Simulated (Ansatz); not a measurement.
Ansatz (an electronic-structure program) input (RPA@PBE/cc-pVQZ):

Ansatz 0.2 input:
```yaml
crystal:
  periodic: [false, false, false]
  atoms:
    - {symbol: C, position_ang: [2.59631236, 0.62596370, -0.25360935]}
    - {symbol: C, position_ang: [1.31592218, -0.04889363, 0.23481991]}
    - {symbol: C, position_ang: [0.03883974, 0.55295131, -0.34619327]}
    - {symbol: C, position_ang: [-1.20696771, -0.28533131, 0.02168604]}
    - {symbol: O, position_ang: [-1.15577481, -1.50751758, -0.31884685]}
    - {symbol: C, position_ang: [-2.22641624, 0.37580949, 0.67528986]}
    - {symbol: H, position_ang: [2.60869363, 1.69073342, 0.00238013]}
    - {symbol: H, position_ang: [2.68265443, 0.55416888, -1.34244021]}
    - {symbol: H, position_ang: [3.49294779, 0.17067522, 0.18131672]}
    - {symbol: H, position_ang: [1.31941784, -1.11028341, -0.02393423]}
    - {symbol: H, position_ang: [1.26565152, 0.00573415, 1.32848146]}
    - {symbol: H, position_ang: [0.12396770, 0.55548372, -1.44166776]}
    - {symbol: H, position_ang: [-0.07067303, 1.59374512, -0.02062665]}
    - {symbol: H, position_ang: [-2.15324412, 1.43019421, 0.91384166]}
    - {symbol: H, position_ang: [-3.12935932, -0.15330794, 0.96146451]}
basis:
  gaussian:
    orbitals: cc-pVQZ
hamiltonian:
  xc: pbe
total_charge: -1
magnetization: {spin_polarized: false}
correlation: {method: rpa, electrons: outside_noble_gas}
```

Output:

```
Functional definition: PBE
integrals: 6.16 GiB planned
3493 factors; integrals over basis functions are off by at most 1.0e-3 eV
0.76 GiB of the device are held for the grids
7.21 GiB of device memory are held for the factors and their scratch space
mean field: 8.78 GiB planned
mean field evaluation 1: about -7358.3073 eV, gradient 7.8e1 eV
mean field evaluation 2: about -7358.3011 eV, gradient 7.8e1 eV
mean field evaluation 4: about -7368.1153 eV, gradient 4.4e1 eV
mean field evaluation 8: about -7372.8961 eV, gradient 7.1e-1 eV
mean field evaluation 16: about -7372.8981 eV, gradient 2.0e-3 eV
mean field evaluation 32: about -7281.3390 eV, gradient 1.3e2 eV
mean field evaluation 64: about -7372.2248 eV, gradient 1.5e1 eV
mean field -7372.89812036 eV, -270.9490083935 hartree, gradient 7.0e-6 eV, S^2 0.000000; 1 other end points of the search recorded, 0 dependent functions left out
6 core orbitals not correlated
reference -7332.43711225 eV, -269.4620937708 hartree; 18, 18 occupied and 576, 576 virtual orbitals, 3493 factors
Total energy: -7385.05926309 eV, -271.3959221457 hartree
```

It need not be the lowest isomer of its formula. Whether it binds its extra electron was not tested at this geometry.
